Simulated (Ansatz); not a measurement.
Other settings, tried on the cluster Nb3.

```yaml
crystal:
  periodic: [false, false, false]
  atoms:
    - {symbol: Nb, position_ang: [0.484451, 0.165841, 0.131486]}
    - {symbol: Nb, position_ang: [2.548595, 0.969101, -0.117591]}
    - {symbol: Nb, position_ang: [1.860954, 0.447259, 2.094405]}
basis:
  gaussian: {orbitals: def2-mTZVPP}
magnetization: {spin_polarized: true, initial_magnetization: 3}
hamiltonian: {xc: {name: PBE0}, dispersion: d3bj}
scf: {omitted_lower_state_checks: [starts]}
```

```sh
$ ansatz run in.yaml --threads 4 --pin off --events-out ev --progress --plain --max-ram 3916MiB
```

It prints (some lines left out):

```
Functional definition: PBE0
1140 factors; integrals over basis functions are off by at most 7.0e-5 eV
mean field evaluation 1: about -4633.5767 eV, gradient 4.0e1 eV
mean field evaluation 2: about -4505.0976 eV, gradient 1.3e2 eV
mean field evaluation 4: about -4642.5441 eV, gradient 1.4e1 eV
mean field evaluation 8: about -4643.7418 eV, gradient 6.9e-1 eV
mean field evaluation 16: about -4643.8745 eV, gradient 1.7e-1 eV
mean field evaluation 32: about -4643.9039 eV, gradient 2.2e-1 eV
mean field -4643.97392394 eV, -170.6628939062 hartree, gradient 2.3e-6 eV, S^2 3.857895; 1 other end points of the search recorded, 0 dependent functions left out
reference -4643.97395130 eV, -170.6628949117 hartree; 21, 18 occupied and 78, 81 virtual orbitals, 1140 factors
Total energy: -4644.13773506 eV, -170.6689138538 hartree
Checks for a lower state left out: starts
```

Run time 12 s (4 threads of Arm Neoverse V2 on a shared host).

In the def2 sets Nb takes a core potential; there is no spin–orbit coupling.
